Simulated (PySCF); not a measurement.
CH5GaN, SMILES [Ga+]([NH2])[CH3], charge +1. Atoms are numbered in the order given.

```xyz
8

Ga     0.0044    -0.0213     0.0159
C     -0.2267     1.5034    -1.0972
H     -1.0362     2.1250    -0.6845
H     -0.5006     1.1674    -2.1091
H      0.7113     2.0772    -1.1294
N      0.2127    -1.4246     1.0391
H      0.5673    -2.3197     0.7079
H     -0.0079    -1.4389     2.0330
```
Charge +1, spin multiplicity 1.

The structure is a stationary point at ωB97X-D3(BJ)/def2-SVP. The spin state was assumed, not searched. The isomer is the one that the SMILES or the coordinates give; other isomers of the formula were not compared. The values are those of a single conformer.

Two levels are set side by side: PBE/pcSseg-1 (PySCF) and PBE0/pcSseg-1 (PySCF). GIAO shifts against NH3 (¹⁵N), TMS (¹H), TMS (¹³C) at the same level; non-relativistic, no solvent, atoms listed together averaged. Differences are taken from unrounded values.

| quantity | PBE |
|---|---|
| δ(¹³C) of C2 (ppm) | 6.9 |
| δ(¹⁵N) of N6 (ppm) | 76.2 |
| δ(¹H) of H7, H8 (ppm) | 4.63 |

These are the PBE values. What does PBE0 give? (Estimate from the structure and the level; the computed values follow.)


```json
[
 {"quantity": "δ(¹³C) of C2 (ppm)", "PBE0": "3.5", "PBE minus PBE0": "3.4"},
 {"quantity": "δ(¹⁵N) of N6 (ppm)", "PBE0": "64.6", "PBE minus PBE0": "11.6"},
 {"quantity": "δ(¹H) of H7, H8 (ppm)", "PBE0": "4.43", "PBE minus PBE0": "0.20"}
]
```

Rough cost on one machine, each run with all the roots and properties that it gave: PBE0 against PBE within a factor of 2.
